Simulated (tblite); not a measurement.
Species: C5H10FNSi.
Atom-mapped SMILES: `[H]/[N:1]=[CH:2]\[C@@H:3]([CH2:4][F:5])[C@H:6]1[CH2:7][SiH2:8]1` (hydrogens: H9 on N1; H10 on C2; H11 on C3; H12, H13 on C4; H14 on C6; H15, H16 on C7; H17, H18 on Si8)

The geometry is computed with GFN2-xTB (gas phase).

What internal coordinates does the optimisation give?

```tsv
bond	length (bohr)
N1=C2	2.368
C2–C3	2.843
C3–C4	2.885
C4–F5	2.599
C3–C6	2.870
C6–C7	2.900
C7–Si8	3.562
C6–Si8	3.579
N1–H9	1.928
C2–H10	2.055
C3–H11	2.071
C4–H12	2.070
C4–H13	2.069
C6–H14	2.053
C7–H15	2.043
C7–H16	2.044
Si8–H17	2.740
Si8–H18	2.737
```

A selection of angles:
```tsv
angle	degrees
N1–C2–C3	128.3
C2–C3–C4	110.4
C2–C3–C6	107.6
C4–C3–C6	110.9
C3–C4–F5	110.3
C3–C6–C7	117.7
C3–C6–Si8	121.4
C7–C6–Si8	65.7
C6–C7–Si8	66.4
C6–Si8–C7	47.9
H9–N1–C2	114.9
```

Dihedral angles: N1–C2–C3–C4 135° (anticlinal); C2–C3–C4–F5 -176° (antiperiplanar); C2–C3–C6–C7 81° (synclinal); C3–C6–C7–Si8 114° (anticlinal); C3–C6–Si8–C7 -109° (anticlinal); H9–N1–C2–C3 -3° (synperiplanar).

The 3-membered ring C6–C7–Si8 has internal angles of 47.9° to 66.4°. N1 (imine nitrogen) is bent (angle 114.9°). The 4 C–C bonds span 1.504 Å (C2–C3, drawn single) to 1.535 Å (C6–C7, drawn single), a spread of 0.031 Å. Si8 (SiH2 silicon) has angles from 47.9° to 118.9°. Of the pairs four or more bonds apart, F5···Si8 is among the closest relative to their van der Waals radii: 3.28 Å, 92 % of the sum of Bondi's values.

Point group: C1 (no symmetry element, even within 0.4 Å). Its GFN2-xTB frequencies are all real (lowest 53 cm⁻¹). The numbers are those of one conformer. 3 starts were optimised and ended at 0.00, 0.51 and 0.81 kcal/mol (GFN2-xTB); the lowest of these is shown.
